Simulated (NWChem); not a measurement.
System: CH4AlIO; SMILES C[O][AlH][I]

Input file for NWChem:

```
start job
memory heap 200 mb stack 900 mb global 1100 mb
geometry units angstroms noautosym nocenter noautoz
  Al    -1.010162    -1.173153    -0.032440
  H     -2.508848    -0.895902    -0.405672
  I      0.474160     0.607847     0.836870
  O     -0.401341    -2.731796    -0.230257
  C      0.751123    -3.492973    -0.073357
  H      1.599375    -2.904634     0.321895
  H      0.567097    -4.330546     0.621451
  H      1.060595    -3.925737    -1.040305
end
basis spherical
  * library def2-svpd
end
ecp
  I library def2-ecp
end
dft
  xc xpbe96 cpbe96
  iterations 150
end
property
  response 1 0.0
end
task dft property
```

Output (shortened):

```
             Northwest Computational Chemistry Package (NWChem) 7.3.0
             --------------------------------------------------------

                             Geometry "geometry" -> ""
                             -------------------------

 Output coordinates in angstroms (scale by  1.889725989 to convert to a.u.)

  No.       Tag          Charge          X              Y              Z
 ---- ---------------- ---------- -------------- -------------- --------------
    1 Al                  13.0000    -1.01016200    -1.17315300    -0.03244000
    2 H                    1.0000    -2.50884800    -0.89590200    -0.40567200
    3 I                   53.0000     0.47416000     0.60784700     0.83687000
    4 O                    8.0000    -0.40134100    -2.73179600    -0.23025700
    5 C                    6.0000     0.75112300    -3.49297300    -0.07335700
    6 H                    1.0000     1.59937500    -2.90463400     0.32189500
    7 H                    1.0000     0.56709700    -4.33054600     0.62145100
    8 H                    1.0000     1.06059500    -3.92573700    -1.04030500

 Effective nuclear repulsion energy (a.u.)     369.8478541055

                                 NWChem DFT Module
                                 -----------------

 Summary of "ao basis" -> "ao basis" (spherical)
 ------------------------------------------------------------------------------
       Tag                 Description            Shells   Functions and Types
 ---------------- ------------------------------  ------  ---------------------
 Al                        def2-svpd                10       24   5s3p2d
 H                         def2-svpd                 4        8   2s2p
 I                         def2-svpd                13       35   5s5p3d
 O                         def2-svpd                 9       23   4s3p2d
 C                         def2-svpd                 8       20   4s2p2d

            General Information
            -------------------
          SCF calculation type: DFT
          Wavefunction type:  closed shell.
          No. of atoms     :     8
          No. of electrons :    56
           Alpha electrons :    28
            Beta electrons :    28
          Charge           :     0
          Spin multiplicity:     1
          Use of symmetry is: off; symmetry adaption is: off
          Maximum number of iterations: 150
          AO basis - number of functions:   134
                     number of shells:    56
          Convergence on energy requested:  1.00D-06
          Convergence on density requested:  1.00D-05
          Convergence on gradient requested:  5.00D-04

              XC Information
              --------------
          PerdewBurkeErnzerhof Exchange Functional  1.000
            Perdew 1991 LDA Correlation Functional  1.000 local
           PerdewBurkeErnz. Correlation Functional  1.000 non-local

             Grid Information
             ----------------
          Grid used for XC integration:  medium
          Radial quadrature: Mura-Knowles
          Angular quadrature: Lebedev.
          Tag              B.-S. Rad. Rad. Pts. Rad. Cut. Ang. Pts.
          ---              ---------- --------- --------- ---------
          Al                  1.25       88          13.0       590
          H                   0.35       45          15.0       434
          I                   1.40      123          13.0       590
          O                   0.60       49          14.0       434
          C                   0.70       49          15.0       434
          Grid pruning is: on
          Number of quadrature shells:   489
          Spatial weights used:  Erf1

      Superposition of Atomic Density Guess
      -------------------------------------

 Sum of atomic energies:        -703.23477071

      Non-variational initial energy
      ------------------------------

 Total energy =    -654.029541
 1-e energy   =   -1455.260154
 2-e energy   =     577.227348
 HOMO         =      -0.360637
 LUMO         =      -0.000367

   convergence    iter        energy       DeltaE   RMS-Dens  Diis-err
 ---------------- ----- ----------------- --------- --------- ---------
 d= 0,ls=0.0,diis     1   -655.4306761399 -8.79D+02  2.75D-02  7.01D-01
 d= 0,ls=0.0,diis     2   -655.0429514831  3.88D-01  1.73D-02  4.33D+00
 d= 0,ls=0.0,diis     3   -655.5048380161 -4.62D-01  3.61D-03  8.54D-02
 d= 0,ls=0.0,diis     4   -655.5095466268 -4.71D-03  1.81D-03  3.95D-02
 d= 0,ls=0.0,diis     5   -655.5163239131 -6.78D-03  2.77D-04  4.46D-04
  Resetting Diis
 d= 0,ls=0.0,diis     6   -655.5163874134 -6.35D-05  1.03D-04  1.43D-04
 d= 0,ls=0.0,diis     7   -655.5164076502 -2.02D-05  4.90D-05  3.36D-06
 d= 0,ls=0.0,diis     8   -655.5164062430  1.41D-06  3.01D-05  1.61D-05
 d= 0,ls=0.0,diis     9   -655.5164081356 -1.89D-06  5.00D-06  3.24D-07
 d= 0,ls=0.0,diis    10   -655.5164081726 -3.71D-08  1.52D-06  3.55D-08

         Total DFT energy =     -655.516408172631
      One electron energy =    -1458.371575429405
           Coulomb energy =      634.948056183826
    Exchange-Corr. energy =      -56.096153976537
 Nuclear repulsion energy =      224.003265049484

 Numeric. integr. density =       56.000017120693

                       DFT Final Molecular Orbital Analysis
                       ------------------------------------

 Vector   26  Occ=2.000000D+00  E=-2.570078D-01
              MO Center=  1.7D-02, -2.2D+00,  3.2D-02, r^2= 4.1D+00
   Bfn.  Coefficient  Atom+Function         Bfn.  Coefficient  Atom+Function
  ----- ------------  ---------------      ----- ------------  ---------------
    71     -0.367994  4 O  s                  4      0.346296  1 Al s
    73      0.326032  4 O  py                72      0.297907  4 O  px
    44      0.250371  3 I  px               111     -0.228904  6 H  s
    76      0.211602  4 O  py                75      0.205582  4 O  px
    47      0.201564  3 I  px                13     -0.196261  1 Al py

 Vector   27  Occ=2.000000D+00  E=-2.477300D-01
              MO Center=  2.8D-01, -4.5D-01,  5.2D-01, r^2= 4.8D+00
   Bfn.  Coefficient  Atom+Function         Bfn.  Coefficient  Atom+Function
  ----- ------------  ---------------      ----- ------------  ---------------
    46      0.479098  3 I  pz                49      0.413201  3 I  pz
    74     -0.280471  4 O  pz                77     -0.195204  4 O  pz
    43     -0.194134  3 I  pz                40     -0.157328  3 I  pz
    44     -0.140473  3 I  px                47     -0.121168  3 I  px
    45     -0.116608  3 I  py               119      0.113511  7 H  s

 Vector   28  Occ=2.000000D+00  E=-2.440867D-01
              MO Center=  3.4D-01,  2.4D-01,  7.1D-01, r^2= 3.2D+00
   Bfn.  Coefficient  Atom+Function         Bfn.  Coefficient  Atom+Function
  ----- ------------  ---------------      ----- ------------  ---------------
    44      0.421536  3 I  px                45     -0.393023  3 I  py
    47      0.364650  3 I  px                48     -0.334679  3 I  py
    41     -0.170752  3 I  px                42      0.158783  3 I  py
    73     -0.143705  4 O  py                38     -0.138358  3 I  px
    39      0.128647  3 I  py                94     -0.103250  5 C  s

 Vector   29  Occ=0.000000D+00  E=-6.818455D-02
              MO Center= -9.7D-01, -9.1D-01,  3.4D-02, r^2= 4.5D+00
   Bfn.  Coefficient  Atom+Function         Bfn.  Coefficient  Atom+Function
  ----- ------------  ---------------      ----- ------------  ---------------
    14      0.621607  1 Al pz                11      0.347722  1 Al pz
    49     -0.211188  3 I  pz                74     -0.188051  4 O  pz
    12     -0.184277  1 Al px                46     -0.180263  3 I  pz
     8     -0.176203  1 Al pz                13     -0.151141  1 Al py
    77     -0.137605  4 O  pz                 9     -0.102740  1 Al px

 Vector   30  Occ=0.000000D+00  E=-5.213815D-02
              MO Center= -4.0D-01, -5.8D-01,  3.0D-01, r^2= 6.8D+00
   Bfn.  Coefficient  Atom+Function         Bfn.  Coefficient  Atom+Function
  ----- ------------  ---------------      ----- ------------  ---------------
     3      0.431415  1 Al s                 94      0.379792  5 C  s
     5      0.357189  1 Al s                 36     -0.335981  3 I  s
    35     -0.310048  3 I  s                 12      0.264700  1 Al px
    48      0.257134  3 I  py                 2      0.245898  1 Al s
     4      0.226258  1 Al s                 25     -0.216336  2 H  s

 Vector   31  Occ=0.000000D+00  E=-6.082452D-03
              MO Center= -7.6D-01, -1.8D+00, -1.1D-01, r^2= 1.0D+01
   Bfn.  Coefficient  Atom+Function         Bfn.  Coefficient  Atom+Function
  ----- ------------  ---------------      ----- ------------  ---------------
     5      2.042448  1 Al s                  4     -1.197217  1 Al s
    94      0.818723  5 C  s                 71     -0.670215  4 O  s
    37     -0.593360  3 I  s                 93      0.544564  5 C  s
    13     -0.455559  1 Al py               112     -0.391908  6 H  s
   120     -0.318801  7 H  s                128     -0.319274  8 H  s

     Multipole analysis of the density
     ---------------------------------

[...]

 DFT Linear Response polarizability / au
 Frequency  =       0.0000000 / au
              X              Y              Z
 -----------------------------------------------
 X      82.9338416      3.0726861      5.3378248
 Y       3.0726632     95.7551512      7.7746830
 Z       5.3378195      7.7746905     70.8162821
 -----------------------------------------------
 Eigenvalues =      82.9175665     99.2268496     67.3608588
 Isotropic   =      83.1684249
 Anisotropic =      27.5993228
 -----------------------------------------------

 Magnetic Dipole Response Matrix (nonzero elements):

 Exiting AOResponse driver routine
```

Level: PBE/def2-SVPD with def2 effective core potentials on I. The geometry was optimised at PBE0/def2-SVP. No frequency run checked for a minimum. def2 effective core potentials on I; no spin-orbit coupling.
